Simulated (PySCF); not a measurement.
Ag: excitation energy

Ag [Kr] 4d10 5s1 (2S) → Ag [Kr] 4d9 5s1 5p1 (high-spin determinant), as a difference of total energies. Calculation: PySCF 2.14, in aug-cc-pVTZ-PP with ECP28MDF; a scalar-relativistic core potential. Correlated levels: valence: 4s2 4p6 frozen. The calculations carry no spin-orbit coupling.

```
           method  excitation energy (cm⁻¹)
              UHF                     45631
    MP2 (valence)                     60979
SCS-MP2 (valence)                     60403
   CCSD (valence)                     57330
CCSD(T) (valence)                     58443
```

The determinant of the upper state mixes LS terms, which raises its energy above the lowest term, most at the Hartree-Fock and MP2 levels.
